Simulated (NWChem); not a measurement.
Everything below was run with NWChem. System: HNaO, charge 0, spin multiplicity 1, at a geometry optimised with PBE0/def2-SVP. The structure started from a generated list of species. Level: EOM-CCSD/aug-cc-pVDZ, 2 core orbitals frozen.

Input file:

```
start mol
memory heap 100 mb stack 700 mb global 1900 mb
geometry units angstroms nocenter noautoz
  Na     0.000000     0.000000    -0.906784
  O      0.000000     0.000000     1.002004
  H      0.000000     0.000000     1.958588
  symmetry group C2v
end
basis spherical
  * library aug-cc-pvdz
end
scf
  rhf
  nopen 0
  maxiter 100
  thresh 1e-7
  semidirect memsize 60000000 filesize 0
end
tce
  freeze core 2
  ccsd
  nroots 1
  2eorb
  2emet 13
  thresh 1e-5
  maxiter 200
  tilesize 24
end
task tce energy
```

Part of the output:

```
             Northwest Computational Chemistry Package (NWChem) 7.3.0
             --------------------------------------------------------

                                NWChem Input Module
                                -------------------

 Scaling coordinates for geometry "geometry" by  1.889725989
 (inverse scale =  0.529177249)

 Turning off AUTOSYM since
 SYMMETRY directive was detected!

                             Geometry "geometry" -> ""
                             -------------------------

 Output coordinates in angstroms (scale by  1.889725989 to convert to a.u.)

  No.       Tag          Charge          X              Y              Z
 ---- ---------------- ---------- -------------- -------------- --------------
    1 Na                  11.0000     0.00000000     0.00000000    -0.90678400
    2 O                    8.0000     0.00000000     0.00000000     1.00200400
    3 H                    1.0000     0.00000000     0.00000000     1.95858800

 Effective nuclear repulsion energy (a.u.)      30.8534615413

            Nuclear Dipole moment (a.u.)
            ----------------------------
        X                 Y               Z
 ---------------- ---------------- ----------------
     0.0000000000     0.0000000000    -0.0000075589

      Symmetry information
      --------------------

 Group name             C2v
 Group number             16
 Group order               4
 No. of unique centers     3

      Symmetry unique atoms

     1    2    3


 Summary of "ao basis" -> "" (spherical)
 ------------------------------------------------------------------------------
       Tag                 Description            Shells   Functions and Types
 ---------------- ------------------------------  ------  ---------------------
 *                        aug-cc-pvdz                 on all atoms

 Summary of "ao basis" -> "ao basis" (spherical)
 ------------------------------------------------------------------------------
       Tag                 Description            Shells   Functions and Types
 ---------------- ------------------------------  ------  ---------------------
 Na                       aug-cc-pvdz               11       27   5s4p2d
 O                        aug-cc-pvdz                9       23   4s3p2d
 H                        aug-cc-pvdz                5        9   3s2p

                                 NWChem SCF Module
                                 -----------------

  ao basis        = "ao basis"
  functions       =    59
  atoms           =     3
  closed shells   =    10
  open shells     =     0
  charge          =   0.00
  wavefunction    = RHF
  use symmetry    = T
  symmetry adapt  = T

 Summary of "ao basis" -> "ao basis" (spherical)
 ------------------------------------------------------------------------------
       Tag                 Description            Shells   Functions and Types
 ---------------- ------------------------------  ------  ---------------------
 Na                       aug-cc-pvdz               11       27   5s4p2d
 O                        aug-cc-pvdz                9       23   4s3p2d
 H                        aug-cc-pvdz                5        9   3s2p

      Symmetry analysis of basis
      --------------------------

        a1         29
        a2          4
        b1         13
        b2         13

 Forming initial guess at       0.1s

      Superposition of Atomic Density Guess
      -------------------------------------

 Sum of atomic energies:        -237.11918973

      Non-variational initial energy
      ------------------------------

 Total energy =    -237.019968
 1-e energy   =    -392.410498
 2-e energy   =     124.537069
 HOMO         =      -0.477716
 LUMO         =      -0.058666

      Symmetry analysis of molecular orbitals - initial
      -------------------------------------------------

 !! scf_movecs_sym_adapt:   34 vectors were symmetry contaminated

  Symmetry fudging

 !! scf_movecs_sym_adapt:   32 vectors were symmetry contaminated

  Numbering of irreducible representations:

     1 a1          2 a2          3 b1          4 b2

  Orbital symmetries:

     1 a1          2 a1          3 a1          4 a1          5 b2
     6 b1          7 a1          8 a1          9 b1         10 b2
    11 a1         12 a1         13 b1         14 b2         15 a1
    16 a1         17 b1         18 b2         19 a1         20 a2

 Starting SCF solution at       1.4s

 ----------------------------------------------
         Quadratically convergent ROHF

 Convergence threshold     :          1.000E-07
 Maximum no. of iterations :          100
 Final Fock-matrix accuracy:          1.000E-09
 ----------------------------------------------

              iter       energy          gnorm     gmax       time
             ----- ------------------- --------- --------- --------
                 1     -237.2123577022  1.39D+00  5.25D-01      1.5
                 2     -237.3054505131  2.57D-01  7.73D-02      1.5
                 3     -237.3154397462  2.97D-02  1.28D-02      1.5
                 4     -237.3155145542  5.40D-04  1.73D-04      1.5
                 5     -237.3155146008  2.50D-07  7.86D-08      1.6
                 6     -237.3155146008  3.96D-09  1.19D-09      1.6

       Final RHF  results
       ------------------

         Total SCF energy =   -237.315514600765
      One-electron energy =   -395.522188853011
      Two-electron energy =    127.353212710982
 Nuclear repulsion energy =     30.853461541264

        Time for solution =      0.2s

       Symmetry analysis of molecular orbitals - final
       -----------------------------------------------
[...]
 Iteration  18 using   19 trial vectors
   0.0000099982588   0.1948607694108    5.30243     0.3     0.3
 --------------------------------------------------------------
 Iterations converged
 ------------------

 Excited state root  1
 Excitation energy / hartree =        0.194860769410841
                   / eV      =        5.302433580789158
 largest EOMCCSD amplitudes: R1 and R2

 Singles contributions
    12b1  (alpha) ---     9b1  (alpha)       -0.3978257193
    17b1  (alpha) ---     9b1  (alpha)       -0.4926586104
    27b1  (alpha) ---     9b1  (alpha)       -0.1732213576
    13b2  (alpha) ---    10b2  (alpha)        0.3978257193
    16b2  (alpha) ---    10b2  (alpha)        0.4926586104
    26b2  (alpha) ---    10b2  (alpha)        0.1732213576

 Doubles contributions

 =========================================
 Excited-state calculation ( a2  symmetry)
 =========================================
 Dim. of EOMCC iter. space      500

 EOMCCSD SOLVER TYPE  1
  maxdiff =   0.35161786939031214

 No. of initial right vectors    2

 EOM-CCSD right-hand side iterations
 --------------------------------------------------------------
      Residuum       Omega / hartree  Omega / eV    Cpu    Wall
 --------------------------------------------------------------

 Iteration   1 using    2 trial vectors
   0.5893553723411   0.3531925760907    9.61086     0.6     0.6

 Iteration   2 using    3 trial vectors
   0.0933561460079   0.2257145013286    6.14201     0.3     0.3

 Iteration   3 using    4 trial vectors
   0.0514205733335   0.2210772326808    6.01582     0.3     0.3

 Iteration   4 using    5 trial vectors
   0.1247059358855   0.2126849038208    5.78745     0.3     0.3

 Iteration   5 using    6 trial vectors
   0.0683553867074   0.1992259801999    5.42122     0.3     0.3

 Iteration   6 using    7 trial vectors
   0.0293498252927   0.1965597780346    5.34867     0.3     0.3

 Iteration   7 using    8 trial vectors
   0.0146655711737   0.1950825658906    5.30847     0.3     0.3

 Iteration   8 using    9 trial vectors
   0.0149763110756   0.1950330897683    5.30712     0.3     0.3

 Iteration   9 using   10 trial vectors
   0.0060836351903   0.1949688680431    5.30538     0.3     0.3

 Iteration  10 using   11 trial vectors
   0.0025479028026   0.1948387976659    5.30184     0.3     0.3

 Iteration  11 using   12 trial vectors
   0.0015774631846   0.1948702308850    5.30269     0.2     0.2

 Iteration  12 using   13 trial vectors
   0.0011237257686   0.1948662025862    5.30258     0.3     0.3

 Iteration  13 using   14 trial vectors
   0.0005233892834   0.1948639269042    5.30252     0.3     0.3

 Iteration  14 using   15 trial vectors
   0.0002147172634   0.1948628670545    5.30249     0.3     0.3

 Iteration  15 using   16 trial vectors
   0.0001164430819   0.1948594762806    5.30240     0.2     0.2

 Iteration  16 using   17 trial vectors
   0.0000496755560   0.1948601822044    5.30242     0.3     0.3

 Iteration  17 using   18 trial vectors
   0.0000182863913   0.1948608265153    5.30244     0.2     0.2

 Iteration  18 using   19 trial vectors
   0.0000099390436   0.1948607777600    5.30243     0.2     0.2
 --------------------------------------------------------------
 Iterations converged
 ------------------

 Excited state root  1
 Excitation energy / hartree =        0.194860777759962
                   / eV      =        5.302433807980406
 largest EOMCCSD amplitudes: R1 and R2

 Singles contributions
    12b1  (alpha) ---    10b2  (alpha)        0.3965164072
    17b1  (alpha) ---    10b2  (alpha)        0.4910383559
    27b1  (alpha) ---    10b2  (alpha)        0.1726515973
    13b2  (alpha) ---     9b1  (alpha)        0.3965164072
    16b2  (alpha) ---     9b1  (alpha)        0.4910383559
    26b2  (alpha) ---     9b1  (alpha)        0.1726515973

 Doubles contributions

 =========================================
 Excited-state calculation ( b1  symmetry)
 =========================================
 Dim. of EOMCC iter. space      500

 EOMCCSD SOLVER TYPE  1
  maxdiff =   0.32785751611104114

 No. of initial right vectors    1

 EOM-CCSD right-hand side iterations
 --------------------------------------------------------------
      Residuum       Omega / hartree  Omega / eV    Cpu    Wall
 --------------------------------------------------------------

 Iteration   1 using    1 trial vectors
   0.6021809158809   0.2959175393226    8.05233     0.3     0.3

 Iteration   2 using    2 trial vectors
   0.1179239601241   0.1652597344028    4.49695     0.2     0.2

 Iteration   3 using    3 trial vectors
   0.0754986215877   0.1560849011780    4.24729     0.2     0.2

 Iteration   4 using    4 trial vectors
   0.0958895955987   0.1435891565200    3.90726     0.2     0.2

 Iteration   5 using    5 trial vectors
   0.0339905585491   0.1387413674918    3.77535     0.2     0.2

 Iteration   6 using    6 trial vectors
   0.0171406432061   0.1379958073137    3.75506     0.2     0.2

 Iteration   7 using    7 trial vectors
   0.0108291679559   0.1372430909838    3.73458     0.2     0.2

 Iteration   8 using    8 trial vectors
   0.0124037573712   0.1372130487505    3.73376     0.2     0.2

 Iteration   9 using    9 trial vectors
   0.0053819236507   0.1371908247461    3.73315     0.2     0.2

 Iteration  10 using   10 trial vectors
   0.0025722688527   0.1371357168730    3.73165     0.2     0.2

 Iteration  11 using   11 trial vectors
   0.0018463013693   0.1371575919126    3.73225     0.2     0.2

 Iteration  12 using   12 trial vectors
   0.0012229783547   0.1371559742091    3.73221     0.2     0.2

 Iteration  13 using   13 trial vectors
   0.0004827558523   0.1371476896056    3.73198     0.2     0.2

 Iteration  14 using   14 trial vectors
   0.0002101690992   0.1371461389625    3.73194     0.2     0.2

 Iteration  15 using   15 trial vectors
   0.0001159976524   0.1371432523774    3.73186     0.2     0.2

 Iteration  16 using   16 trial vectors
   0.0000619168696   0.1371439400092    3.73188     0.2     0.2

 Iteration  17 using   17 trial vectors
   0.0000285132048   0.1371444526094    3.73189     0.2     0.2

 Iteration  18 using   18 trial vectors
   0.0000150834930   0.1371444924476    3.73189     0.2     0.2

 Iteration  19 using   19 trial vectors
   0.0000098176695   0.1371445810043    3.73190     0.2     0.2
 --------------------------------------------------------------
 Iterations converged
 ------------------

 Excited state root  1
 Excitation energy / hartree =        0.137144581004265
                   / eV      =        3.731895516675601
 largest EOMCCSD amplitudes: R1 and R2

 Singles contributions
    11a1  (alpha) ---     9b1  (alpha)        0.7365231612
    14a1  (alpha) ---     9b1  (alpha)        0.3762192595
    15a1  (alpha) ---     9b1  (alpha)       -0.1733624554
    18a1  (alpha) ---     9b1  (alpha)        0.3351639843
    19a1  (alpha) ---     9b1  (alpha)        0.1176304834
    25a1  (alpha) ---     9b1  (alpha)       -0.1071141182
    28a1  (alpha) ---     9b1  (alpha)        0.1233219109

 Doubles contributions

 =========================================
 Excited-state calculation ( b2  symmetry)
 =========================================
 Dim. of EOMCC iter. space      500

 EOMCCSD SOLVER TYPE  1
  maxdiff =   0.32785751611103847

 No. of initial right vectors    1

 EOM-CCSD right-hand side iterations
 --------------------------------------------------------------
      Residuum       Omega / hartree  Omega / eV    Cpu    Wall
 --------------------------------------------------------------

 Iteration   1 using    1 trial vectors
   0.6021809158809   0.2959175393226    8.05233     0.3     0.3

 Iteration   2 using    2 trial vectors
   0.1179239601241   0.1652597344028    4.49695     0.2     0.2

 Iteration   3 using    3 trial vectors
   0.0754986215877   0.1560849011780    4.24729     0.2     0.2

 Iteration   4 using    4 trial vectors
   0.0958895955987   0.1435891565200    3.90726     0.2     0.2

 Iteration   5 using    5 trial vectors
   0.0339905585491   0.1387413674918    3.77535     0.2     0.2

 Iteration   6 using    6 trial vectors
   0.0171406432061   0.1379958073137    3.75506     0.2     0.2

 Iteration   7 using    7 trial vectors
   0.0108291679559   0.1372430909838    3.73458     0.2     0.2

 Iteration   8 using    8 trial vectors
   0.0124037573712   0.1372130487505    3.73376     0.2     0.2

 Iteration   9 using    9 trial vectors
   0.0053819236507   0.1371908247461    3.73315     0.2     0.2

 Iteration  10 using   10 trial vectors
   0.0025722688527   0.1371357168730    3.73165     0.2     0.2

 Iteration  11 using   11 trial vectors
   0.0018463013693   0.1371575919126    3.73225     0.2     0.2

 Iteration  12 using   12 trial vectors
   0.0012229783547   0.1371559742091    3.73221     0.2     0.2

 Iteration  13 using   13 trial vectors
   0.0004827558523   0.1371476896056    3.73198     0.2     0.2

 Iteration  14 using   14 trial vectors
   0.0002101690992   0.1371461389625    3.73194     0.2     0.2

 Iteration  15 using   15 trial vectors
   0.0001159976524   0.1371432523774    3.73186     0.2     0.2

 Iteration  16 using   16 trial vectors
   0.0000619168696   0.1371439400092    3.73188     0.2     0.2

 Iteration  17 using   17 trial vectors
   0.0000285132048   0.1371444526094    3.73189     0.2     0.2

 Iteration  18 using   18 trial vectors
   0.0000150834930   0.1371444924476    3.73189     0.2     0.2

 Iteration  19 using   19 trial vectors
   0.0000098176695   0.1371445810043    3.73190     0.2     0.2
 --------------------------------------------------------------
 Iterations converged
 ------------------

 Excited state root  1
 Excitation energy / hartree =        0.137144581004262
                   / eV      =        3.731895516675513
 largest EOMCCSD amplitudes: R1 and R2

 Singles contributions
    11a1  (alpha) ---    10b2  (alpha)       -0.7365231612
    14a1  (alpha) ---    10b2  (alpha)       -0.3762192595
    15a1  (alpha) ---    10b2  (alpha)        0.1733624554
    18a1  (alpha) ---    10b2  (alpha)       -0.3351639843
    19a1  (alpha) ---    10b2  (alpha)       -0.1176304834
    25a1  (alpha) ---    10b2  (alpha)        0.1071141182
    28a1  (alpha) ---    10b2  (alpha)       -0.1233219109

 Doubles contributions

 Task  times  cpu:       27.4s     wall:       27.4s

 Total times  cpu:       27.4s     wall:       27.4s
```
